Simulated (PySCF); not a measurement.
Compound: C6H11Cl.
SMILES with atom numbers: `[Cl:1][CH:2]1[CH2:3][CH2:4][CH2:5][CH2:6][CH2:7]1` (hydrogens: H8 on C2; H9, H10 on C3; H11, H12 on C4; H13, H14 on C5; H15, H16 on C6; H17, H18 on C7)

All values: PBE0/pcSseg-1 and CAM-B3LYP/def2-SVPD (PySCF, non-relativistic), on one gas-phase PBE0-D3(BJ)/def2-SVP geometry that isn't relaxed in the solvent. The solvent is an IEF-PCM continuum (van der Waals radii × 1.2). The model holds no explicit solvent molecules, cavitation or dispersion.

Gas phase at PBE0/pcSseg-1: HOMO -8.13 eV, LUMO 0.99 eV, dipole 2.19 D.

What does the continuum do to the energy, the frontier levels and the dipole at PBE0/pcSseg-1 in chloroform and methanol?

```json
{"solvent": "chloroform", "ε": "4.711", "E(solvent) − E(gas) (kcal/mol)": "-1.86", "polarisation term (kcal/mol)": "-2.12", "distortion of the solute (kcal/mol)": "0.26", "HOMO (eV)": "-8.17", "LUMO (eV)": "1.01", "dipole (D)": "2.76"}
{"solvent": "methanol", "ε": "32.61", "E(solvent) − E(gas) (kcal/mol)": "-2.57", "polarisation term (kcal/mol)": "-3.12", "distortion of the solute (kcal/mol)": "0.55", "HOMO (eV)": "-8.19", "LUMO (eV)": "1.00", "dipole (D)": "3.03"}
```

The polarisation term is half the interaction of the solute with the surface charges that it induces; the rest is the cost of distorting the solute's density. The sum is the electrostatic part of solvation alone. From chloroform to methanol the lowering changes by a factor 1.38, Onsager's factor (ε − 1)/(2ε + 1) by 1.34 and ε itself by 6.9.

Which radius a makes the point-dipole formula ΔE = −[(ε − 1)/(2ε + 1)]·μ²/a³ give the value in methanol, with the gas-phase dipole?

μ = 0.861 au and |ΔE| = 0.00409 Eh give a = 2.34 Å; the farthest nucleus lies 2.58 Å from the centroid of the nuclei, so such a sphere wouldn't even hold the nuclei. The formula assumes a rigid point dipole at the centre of a sphere.

Which Hirshfeld charges (PBE0/pcSseg-1) respond most in chloroform (means over atoms taken as equivalent)?

| atoms | environment | gas (e) | solvent (e) | change |
| --- | --- | --- | --- | --- |
| Cl1 | alkyl chlorine | -0.070 | -0.093 | -0.023 |
| H10/H18 | methylene hydrogen | +0.041 | +0.047 | +0.006 |
| H8 | methine hydrogen | +0.044 | +0.050 | +0.006 |
| H11/H15 | methylene hydrogen | +0.028 | +0.025 | -0.003 |
| C2 | sp3 C–Cl carbon | +0.018 | +0.021 | +0.003 |
| H14 | methylene hydrogen | +0.031 | +0.034 | +0.003 |

Which Mayer bond orders change most in chloroform?

```csv
bond,length (Å),gas,solvent,change
Cl1–C2,1.815,0.979,0.948,-0.031
C2–C3,1.522,0.999,1.002,+0.003
C7–C2,1.522,0.999,1.002,+0.003
C2–H8,1.099,0.945,0.942,-0.003
C3–H10,1.106,0.934,0.932,-0.002
C7–H18,1.106,0.934,0.932,-0.002
C4–C5,1.526,1.033,1.034,+0.001
C5–C6,1.526,1.033,1.034,+0.001
```

Gas phase at CAM-B3LYP/def2-SVPD: HOMO -9.54 eV, LUMO 1.19 eV, dipole 2.22 D.

What does the continuum do to the energy, the frontier levels and the dipole at CAM-B3LYP/def2-SVPD in chloroform and methanol?

| solvent | ε | E(solvent) − E(gas) (kcal/mol) | polarisation term (kcal/mol) | distortion of the solute (kcal/mol) | HOMO (eV) | LUMO (eV) | dipole (D) |
| --- | --- | --- | --- | --- | --- | --- | --- |
| chloroform | 4.711 | -1.97 | -2.27 | 0.30 | -9.55 | 1.31 | 2.84 |
| methanol | 32.61 | -2.72 | -3.35 | 0.63 | -9.57 | 1.30 | 3.13 |

The atom shares or the degeneracy of the LUMO differ from the gas phase in chloroform and methanol, so that column needn't follow one orbital.

How does the static polarisability (CAM-B3LYP/def2-SVPD, frozen core, with the continuum's full static response) change?

```
    medium  isotropic (au)  principal values (au)  ⟨r²⟩ of the electrons (bohr²)
       gas            82.1       77.1, 80.6, 88.5                          919.0
chloroform           103.1     98.0, 100.6, 110.6                          919.1
  methanol           113.3    108.2, 110.1, 121.6                          919.1
```

The isotropic value in methanol is 1.38 times the gas-phase one; no cavity-field correction is applied. ⟨r²⟩ is taken about the centre of nuclear charge.
